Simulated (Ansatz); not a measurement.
Energy profile

The step: ZnHCl ([Cl][ZnH]) + CH₄ → CH₃ClZn ([CH3][Zn][Cl]) + H₂; bonds formed: Zn1–C5, H2–H4; bonds broken: Zn1–H2, H4–C5 (atoms numbered as in the saddle structure below).

```
8
angstrom
Zn -0.7652 -0.4608 -0.7845
H 0.3283 -1.7956 -0.4551
Cl -2.4631 -0.0742 -1.9636
H 0.5336 -0.8439 0.0841
C 0.4718 0.5908 0.6049
H -0.2574 0.9177 1.3504
H 1.3456 0.2215 1.1539
H 0.8063 1.4445 0.0100
```

Electronic energies by CCSD(T) at an estimated basis limit (MP2 extrapolated from triple and quadruple zeta, plus CCSD(T) − MP2 in triple zeta), on PBE0-D4/def2-TZVP structures; CH5ClZn, singlet; no counterpoise correction. Program: Ansatz 0.2.0. Basis: def2-TZVPP and def2-QZVPP. Cores are frozen in the correlated methods. The 3s and 3p shells of Cu and Zn are frozen; filled d shells are correlated. Extrapolation: Hartree–Fock as exp(−7.88 √X), correlation as X^−2.97.

(1) Give the profile in kcal/mol, counted from the separated reactants. (Judge from chemistry; the value comes from the calculation.)

T1 diagnostic: at most 0.015.

## Answers

(1) Computed:
```csv
point,kcal/mol
"separated: ZnHCl (linked as [Cl][ZnH]; Zn1, H2, Cl3; singlet) + CH4 (H4, C5, H6, H7, H8; singlet)",0.00
start structure,-1.50
saddle,55.32
end structure,7.19
"separated: CH3ClZn (linked as [CH3][Zn][Cl]; Zn1, Cl3, C5, H6, H7, H8; singlet) + H2 (H2, H4; singlet)",7.97
```

For scale, one of the runs: CCSD(T)/def2-TZVPP, 207 basis functions, launched by `ansatz run in.yaml --threads 4 --pin off --events-out ev --progress --plain --max-ram 9574MiB`. The run took 69 s on 4 CPU threads of an Intel Xeon (shared host), with 2.6 GiB of host memory at its peak.
